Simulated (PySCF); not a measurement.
C3H3ClF2, SMILES F/C(Cl)=C(\C)F.

Coordinates come from a B3LYP-D3(BJ)/def2-SVP optimisation.

Method: B3LYP/def2-TZVP (PySCF).

Isolated molecule, no solvent.

Computed frontier levels, gap, dipole moment and polarisability:
```
Property                                                                                                       Result
---------------------------------------------------------------------------------------------  ----------------------
highest occupied level                                                                                       -6.88 eV
lowest empty level                                                                                           -0.06 eV
orbital gap                                                                                                   6.82 eV
dipole moment                                                                                                  1.69 D
quadrupole, principal values (traceless, Buckingham form, about the centre of nuclear charge)  -6.01, -0.26, 6.27 D·Å
mean static polarisability                                                                       51.0 bohr³ (7.55 Å³)
polarisability, principal values                                                               34.9, 45.7, 72.2 bohr³
```
